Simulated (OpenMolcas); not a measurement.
# Pt2+: from CASSCF to CASPT2

```yaml
Program: OpenMolcas 26.06
Basis: ANO-RCC-VTZP [8s7p5d3f1g]
Scalar_Hamiltonian: DKH2, point nucleus
Active_space: 8 electrons in 5 orbitals (5d)
State_averaging: 2S+1 = 3 even, 10 roots; 2S+1 = 1 even, 15 roots kept (CI in the orbitals of an earlier block)
Spin-orbit_coupling: state interaction with AMFI integrals over the reference wave functions, term energies averaged over their components
```

Methods on the same reference wave functions:
A. CASSCF
B. SS-CASPT2, IPEA 0.25 Eh, imaginary shift 0.1 Eh (closed shells correlated: 5s 5p)

Energies in cm⁻¹ above 5d⁸ ³F₄, the measured ground level; measured values from NIST levels as listed in McCann et al., Mon. Not. R. Astron. Soc. 538, 537 (2025).

```tsv
Level	A	B	Measured
5d⁸ ³F₄	0.0	0.0	0.0
5d⁸ ³F₃	9867	9980	9752
5d⁸ ³P₂ [52 %]	17559	15760	
5d⁸ ³P₀	21060	17120	14939
5d⁸ ³P₁	22856	19400	16782
5d⁸ ¹G₄	25863	22960	21331
5d⁸ ¹S₀	55389	48700
```

Deviations, from unrounded energies. A percentage is the sum of absolute deviations over the sum of measured energies, with the sign that they share, or ± where signs differ.

```csv
Against measurement,Levels,A,B
mean absolute deviation (cm-1),4,4200,1700
fine structure of the ground term (%),1,+1.2,+2.3
other terms of the ground configuration (%),3,+31.5,+12.1
```

B lies closest to measurement on these levels. The largest miss of B in the table is 5d⁸ ³P₁, by +2600 cm-1. The ranking rests on the paired levels alone, and a cruder setting can come out closer through cancelling errors.

From A to B the spin-free energies of the other terms of 5d⁸ shown, above ³F, scale by factors of 0.73 to 0.83, as is usual when dynamic correlation screens the repulsion within a d or f shell.

The lowest spin-free term lies below A's lowest term by 0.435 hartree in B.

CASPT2 breaks the degeneracy within a term, and the mean is taken; among the terms shown or strongly mixed into the levels shown the widest spread is 700 cm-1 (5d⁸ ¹G, B). Configurations with an s electron lie low in 5d ions of this charge, fall among these levels and mix in, so low-spin terms can stand far too high, up to twice their true height, and weights are not those of the real levels. Terms from blocks run as CI alone lack orbitals of their own. Without dynamic correlation excited terms often stand tens of per cent too high (terms of higher spin than the ground term too low), and those without a measured partner can miss by more than the paired ones (holds for A). Some terms miss by over 15 % even with CASPT2, which points to a basis or an active space too small for the shells correlated (holds for B). Computed and measured levels are paired by configuration, term and J; levels that our copy of the source lacks, or whose pairing is in doubt (as where it misses far off the trend of its configuration), stay unpaired and out of the deviations. Levels of configurations outside the active space are missing. The table leaves out levels that lie high or whose names do not pair safely across all columns.

A share in square brackets marks a mixed level and gives the weight of the term that names it, the lowest over the columns.
